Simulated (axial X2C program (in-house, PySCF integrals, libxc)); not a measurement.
**HfS along the bond: HF, two-component**

Calculated with an axial X2C code built on PySCF integrals. Two-component (2c) means X2C with spin–orbit coupling and atomic mean-field two-electron Coulomb and Gaunt terms. Basis: Hf dyall-cv3z [13s14p9d7f4g], S dyall-av3z [9s8p3d2f] (cores contracted in-house); Gaussian nuclei, density fitting, unrestricted open shells. Masses: Hf 179.947 u, S 31.972 u.

State: Ω = 0 (closed shell). Dipoles are positive if S is the positive end.

```json
{"R (Å)": "1.873", "μ (D)": "-3.297", "HOMO (eV)": "-6.90", "LUMO (eV)": "0.37"}
{"R (Å)": "1.959", "μ (D)": "-3.769", "HOMO (eV)": "-7.08", "LUMO (eV)": "0.28"}
{"R (Å)": "2.024", "μ (D)": "-4.146", "HOMO (eV)": "-7.22", "LUMO (eV)": "0.21"}
{"R (Å)": "2.088", "μ (D)": "-4.543", "HOMO (eV)": "-7.36", "LUMO (eV)": "0.13"}
{"R (Å)": "2.153", "μ (D)": "-4.958", "HOMO (eV)": "-7.49", "LUMO (eV)": "0.05"}
{"R (Å)": "2.228", "μ (D)": "-5.463", "HOMO (eV)": "-7.65", "LUMO (eV)": "-0.05"}
{"R (Å)": "2.304", "μ (D)": "-5.985", "HOMO (eV)": "-7.80", "LUMO (eV)": "-0.16"}
{"R (Å)": "2.401", "μ (D)": "-6.677", "HOMO (eV)": "-7.98", "LUMO (eV)": "-0.31"}
{"R (Å)": "2.519", "μ (D)": "-7.546", "HOMO (eV)": "-8.16", "LUMO (eV)": "-0.50"}
{"R (Å)": "2.691", "μ (D)": "-8.818", "HOMO (eV)": "-8.06", "LUMO (eV)": "-0.81"}
```

(1) The minimum lies at 2.169 Å. What is the dipole moment there, and its slope?

The state is one determinant whose occupation by symmetry is held fixed; it was picked as the lowest of a PBE0 search that is not exhaustive. Closed shells are restricted here (equal orbitals for both partners); the stretched side of such a curve lies too high.

Results:

(1) At HF, 2c, with the sign and origin stated: μ = -5.06 D, dμ/dR = -6.61 D/Å.
